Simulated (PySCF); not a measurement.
Zn⁺: excitation energy

Zn⁺ [Ar] 3d10 4s1 (2S) → Zn⁺ [Ar] 3d9 4s1 4p1 (high-spin determinant), as a difference of total energies. Calculation: PySCF 2.14, in x2c-TZVPPall (6s5p4d2f1g, 64 functions); the spin-free X2C one-electron Hamiltonian (Gaussian nucleus). Correlated levels: valence: [Ar] frozen. The calculations carry no spin-orbit coupling.

```json
{"method": "UHF", "excitation energy (eV)": "10.691"}
{"method": "MP2 (valence)", "excitation energy (eV)": "13.453"}
{"method": "SCS-MP2 (valence)", "excitation energy (eV)": "13.215"}
{"method": "CCSD (valence)", "excitation energy (eV)": "12.757"}
{"method": "CCSD(T) (valence)", "excitation energy (eV)": "12.865"}
```

Q: How much does correlation contribute at CCSD(T) (valence)?

A: 12.865 − (10.691) = 2.174 eV, measured against UHF.

A first-order spin-orbit estimate (lowest level to lowest level, LS coupling) adds -0.088 eV.

The basis was made for the ground configuration and has no added diffuse functions, so the excitation energy can come out too high.

The determinant of the upper state mixes LS terms, which raises its energy above the lowest term, most at the Hartree-Fock and MP2 levels.
